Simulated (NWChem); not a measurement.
**Atomisation of H₄PSi**

```
Si
H 1 1.4930
H 1 1.4970 2 108.95
H 1 1.4971 2 108.94 3 118.18
P 1 2.2614 2 109.33 4 120.88
H 5 1.4348 1 91.36 2 179.75
```
Charge 0, spin multiplicity 2.

Everything below was run with NWChem. Structure: optimised with UPBE0/def2-SVP, a minimum by its harmonic frequencies.

Basis set: def2-TZVP. The atomisation energy is electronic alone: no zero-point, thermal, spin-orbit or counterpoise terms. No value is extrapolated to the basis-set limit. Free atoms are single determinants with multiplicities Si 3, P 4, H 2.

B3LYP has NWChem's definition, with VWN1-RPA local correlation. The structure started from a generated list of species. The stability of the SCF solutions was not checked. Open-shell Hartree-Fock references start from PBE0 orbitals.

**Question.** One of these methods gave an atomisation energy of 365.3 kcal/mol. Which?
A) HF
B) BHandHLYP
C) BLYP
D) B3LYP

**Answer.** C, BLYP. The others give 366.9 (BHandHLYP), 370.5 (B3LYP), 274.4 (HF).
